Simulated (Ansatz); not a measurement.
Cost and result for the atomization energy of CH$_{7}$ClSi$_{2}$ (`C[SiH2][SiH2]Cl`) (11 atoms, 10 bonds).

```xyz
11

C    -0.2857   -0.7034    1.5431
Si    0.8851   -0.0457    0.2374
Si   -0.3023    0.5829   -1.6777
Cl   -1.7942    1.8981   -1.0999
H    -0.7996   -1.5996    1.1893
H    -1.0399    0.0471    1.7888
H     0.2572   -0.9578    2.4559
H     1.8911   -1.0752   -0.1517
H     1.6198    1.1499    0.7356
H     0.5388    1.2759   -2.6869
H    -0.9701   -0.5722   -2.3338
```

The species carries charge 0 and has multiplicity 1. The structure was optimised at the PBE0-D4/def2-TZVP level. It is one conformer, not always the lowest. Program: Ansatz. Hardware: A = 2 threads of a server CPU on a shared host; B = 2 threads of an AMD EPYC 7R13 on a shared host and a share of an NVIDIA H100 80 GB. Times are those of one run each, without the atoms' runs, and a repeat can differ threefold. Electronic energies, without spin–orbit coupling; frozen cores. CCSD(T)/CBS extrapolates def2-TZVPP and def2-QZVPP, and its time is that of the two runs behind it. T1 = 0.010. B3LYP takes the VWN-RPA correlation (the form of Gaussian; ORCA's B3LYP/G). HSE06 is the plane-wave form, built on full-range PBE exchange.

CCSD(T)/CBS is a level of theory with its own doubt, some kJ/mol a heavy atom from the limit and from the frozen cores, so smaller differences don't rank the functionals.

| level | functions | wall time |
| --- | --- | --- |
| CCSD(T)/def2-TZVPP [B] | 255 | 9.5 s |
| r2SCAN-D4/def2-TZVPP (with forces) [A] | 255 | 10 s |
| CAM-B3LYP-D4/def2-TZVPP [A] | 255 | 10 s |
| HSE06-D4/def2-TZVPP [A] | 255 | 11 s |
| CCSD(T)/def2-SVP [A] | 103 | 11 s |
| BHLYP-D4/def2-TZVPP [A] | 255 | 12 s |
| B3LYP-D4/def2-TZVPP (with forces) [A] | 255 | 14 s |
| PBE-QIDH/def2-TZVPP [A] | 255 | 14 s |
| B2PLYP/def2-TZVPP [A] | 255 | 16 s |
| B97M-V/def2-TZVPP [A] | 255 | 17 s |
| ωB97M-V/def2-TZVPP (with forces) [A] | 255 | 27 s |
| CCSD(T)/def2-QZVPP [B] | 477 | 33 s |
| CCSD(T)/CBS(def2) | – | 42 s |

Task: What atomization energy does each give, and how far from CCSD(T)/CBS? (Best estimate.)

Result: The calculation gave: 
```json
{"level": "CCSD(T)/def2-TZVPP [B]", "atomization (kJ/mol)": "3488.9", "difference from CCSD(T)/CBS": "-92.0", "per bond": "-9.2"}
{"level": "r2SCAN-D4/def2-TZVPP (with forces) [A]", "atomization (kJ/mol)": "3580.8", "difference from CCSD(T)/CBS": "-0.1", "per bond": "0.0"}
{"level": "CAM-B3LYP-D4/def2-TZVPP [A]", "atomization (kJ/mol)": "3575.7", "difference from CCSD(T)/CBS": "-5.2", "per bond": "-0.5"}
{"level": "HSE06-D4/def2-TZVPP [A]", "atomization (kJ/mol)": "3558.3", "difference from CCSD(T)/CBS": "-22.6", "per bond": "-2.3"}
{"level": "CCSD(T)/def2-SVP [A]", "atomization (kJ/mol)": "3349.9", "difference from CCSD(T)/CBS": "-231.0", "per bond": "-23.1"}
{"level": "BHLYP-D4/def2-TZVPP [A]", "atomization (kJ/mol)": "3526.4", "difference from CCSD(T)/CBS": "-54.5", "per bond": "-5.4"}
{"level": "B3LYP-D4/def2-TZVPP (with forces) [A]", "atomization (kJ/mol)": "3565.6", "difference from CCSD(T)/CBS": "-15.3", "per bond": "-1.5"}
{"level": "PBE-QIDH/def2-TZVPP [A]", "atomization (kJ/mol)": "3547.6", "difference from CCSD(T)/CBS": "-33.3", "per bond": "-3.3"}
{"level": "B2PLYP/def2-TZVPP [A]", "atomization (kJ/mol)": "3520.9", "difference from CCSD(T)/CBS": "-60.0", "per bond": "-6.0"}
{"level": "B97M-V/def2-TZVPP [A]", "atomization (kJ/mol)": "3600.3", "difference from CCSD(T)/CBS": "19.4", "per bond": "1.9"}
{"level": "ωB97M-V/def2-TZVPP (with forces) [A]", "atomization (kJ/mol)": "3581.1", "difference from CCSD(T)/CBS": "0.2", "per bond": "0.0"}
{"level": "CCSD(T)/def2-QZVPP [B]", "atomization (kJ/mol)": "3543.4", "difference from CCSD(T)/CBS": "-37.5", "per bond": "-3.8"}
{"level": "CCSD(T)/CBS(def2)", "atomization (kJ/mol)": "3580.9", "difference from CCSD(T)/CBS": "0.0", "per bond": "0.0"}
```

The D4 term adds +40.6 kJ/mol with B3LYP and +21.5 kJ/mol with PBE0; it sums over pairs of atoms, weighted by their polarisabilities, and B3LYP, whose exchange is more repulsive, gets the larger term. In def2-TZVPP, CCSD(T) changes the Hartree–Fock value by +740.8 kJ/mol (the triples alone add +35.2 kJ/mol) and MP2 by +741.3 kJ/mol; breaking electron pairs costs correlation energy, which Hartree–Fock lacks. From r2SCAN to r2SCAN0 (25 % exact exchange), in def2-TZVPP and without D4, the atomization energy moves by −23.3 kJ/mol: exact exchange takes away binding that semilocal exchange gives to molecules.
